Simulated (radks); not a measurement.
W, 74 electrons, occupied as [Xe] 4f12 5d6 6s2 (not the ground configuration).

All-electron calculation, scalar-relativistic Kohn-Sham, LDA (Slater exchange, Perdew-Wang correlation), spin-polarised, spherical densities, point nucleus; open shells are filled with parallel spins first (spin-orbit coupling, left out, can overturn this in heavy ions). Program: a radial shooting solver on a logarithmic mesh with Libxc functionals.

Energy parts (hartree):
part                       energy
total                 -16130.5136
kinetic                17773.3928
electron-nucleus      -39849.5913
Hartree                 6257.9059
exchange-correlation    -312.2211

Orbitals (lengths in bohr, moments of r in powers of bohr; r(max) is where P^2 peaks):
orbital  occ.  eigenvalue (hartree)   <1/r>      <r>       <r^4>   r(max)
1s up       1             -2552.572   87.05  0.01835   5.825e-07  0.01146
1s down     1             -2552.571   87.05  0.01835   5.825e-07  0.01146
2s up       1             -441.2677   20.35  0.07761  0.00008768  0.06572
2s down     1             -441.2572   20.35  0.07761  0.00008768  0.06571
2p up       3             -386.1295   18.44  0.06947  0.00006883  0.05390
2p down     3             -386.1210   18.44  0.06946  0.00006883  0.05390
3s up       1             -102.3375   7.531   0.2013    0.003229   0.1855
3s down     1             -102.2858   7.533   0.2012    0.003226   0.1854
3p up       3             -86.01359   6.954   0.2015    0.003473   0.1836
3p down     3             -85.96147   6.957   0.2014    0.003468   0.1835
3d up       5             -67.19684   6.572   0.1825    0.002683   0.1494
3d down     5             -67.15338   6.574   0.1825    0.002679   0.1494
4s up       1             -21.73257   3.219   0.4481     0.07440   0.4201
4s down     1             -21.64050   3.217   0.4483     0.07448   0.4201
4p up       3             -16.34886   2.928   0.4757     0.09835   0.4403
4p down     3             -16.25947   2.927   0.4758     0.09846   0.4404
4d up       5              -9.52866   2.616   0.5062      0.1407   0.4503
4d down     5              -9.44044   2.614   0.5064      0.1409   0.4504
4f up       7              -1.94254   2.165   0.5746      0.3593   0.4209
4f down     5              -1.85142   2.163   0.5749      0.3593   0.4212
5s up       1              -3.23932   1.297    1.037       2.136   0.9435
5s down     1              -3.14877   1.299    1.036       2.126   0.9425
5p up       3              -1.84383   1.101    1.200       4.072    1.061
5p down     3              -1.74874   1.103    1.200       4.091    1.059
5d up       5              -0.28039  0.7313    1.805       29.96    1.384
5d down     1              -0.19479  0.7072    1.896       41.95    1.390
6s up       1              -0.24332  0.4275    2.973       163.9    2.498
6s down     1              -0.20073  0.4009    3.157       215.8    2.602

The highest occupied level is 5d down at -5.300 eV. The density falls to 0.001 e/bohr^3 at r = 4.65 bohr.
